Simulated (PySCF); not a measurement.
SMILES [Be]([Br])[SeH] (HBeBrSe) at its B3LYP/def2-SVP optimised geometry (Å):

```
4

Be    -0.7178     0.0346     0.0000
Br    -0.7823     1.9979    -0.0014
Se    -0.6968    -1.9979     0.0000
H      0.7823    -1.9979     0.0000
```

Level of theory: B3LYP/def2-TZVP (PySCF). Cells within 0.4 Å of a nucleus heavier than hydrogen are left out (blank, or x).

Map of the Laplacian of the electron density (e/bohr⁵), clipped to [-1.50, 1.50] on the plane z = 0.0 Å:

```
|444444444444444444444444444|
|444444444444444444444444444|
|444444444444444444444444444|
|444444444455444444444444444|
|444444445455444444444444444|
|444444444999944444444444444|
|4444444459xx944444444444444|
|4444444459xx944444444444444|
|444444444999944444444444444|
|444444444444444444444444444|
|444444444444444444444444444|
|444444444455444444444444444|
|4444444446xx944444444444444|
|4444444448xx944444444444444|
|4444444445xx744444444444444|
|444444444444444444444444444|
|444444444444444444444444444|
|444444444456444444444444444|
|444444444999954444444444444|
|4444444459xx993014444444444|
|4444444459xx993014444444444|
|444444444999954444444444444|
|444444444456544444444444444|
|444444444444444444444444444|
|444444444444444444444444444|
|444444444444444444444444444|
|444444444444444444444444444|
```
Scale: ten equal steps from -1.31 (start of '0') to 1.50 (end of '9'), in the order '0123456789'; x runs from -4.00 to 4.00, y from -4.00 (bottom) to 4.00 (top).
